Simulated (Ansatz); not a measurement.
`C=[CH][Al]([Cl])[Cl]`. Total charge 0; spin multiplicity 1.

```xyz
8

C     1.289   -0.559   -0.369
C     0.032   -0.248   -0.692
Al   -1.137    0.581    0.584
Cl   -3.108    1.086    0.124
Cl   -0.439    1.004    2.507
H     1.972   -1.029   -1.073
H     1.696   -0.357    0.619
H    -0.306   -0.479   -1.700
```

(1) Give the diagnostics of a CCSD(T)/def2-TZVPP run (frozen core, the Gaussian-basis code of Ansatz). (An estimate is asked.)

Answers

(1) The calculation gave: T1 = 0.0101, largest single amplitude 0.020, largest double 0.063, (T) share of the correlation energy 4.3 %, 9 CCSD cycles. The RHF solution is stable towards an unrestricted one. T1 lies under the customary mark of 0.02 for closed shells.
